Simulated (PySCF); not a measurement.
A structure optimised at PBE-D3(BJ)/def2-SVP, used in a PySCF frequency run:

```xyz
11

Si    -1.7686     0.2295     0.2805
C     -0.0685     1.0781     0.2770
Si     1.3691    -0.1086     0.0745
F      0.9363    -1.2659    -1.0135
H     -1.7598    -0.9294     1.2405
H     -2.8328     1.2015     0.7155
H     -2.1084    -0.2745    -1.0924
H     -0.0531     1.8388    -0.5322
H      0.0621     1.6211     1.2387
H      1.6707    -0.7970     1.3747
H      2.5982     0.5731    -0.4562
```

Task: Write its SMILES and formula.

Result: F[SiH2]C[SiH3], CH₇FSi₂

Task: What are its rotational constants (standard atomic weights)?

Result: 7.6716, 2.3760, 1.9673 GHz
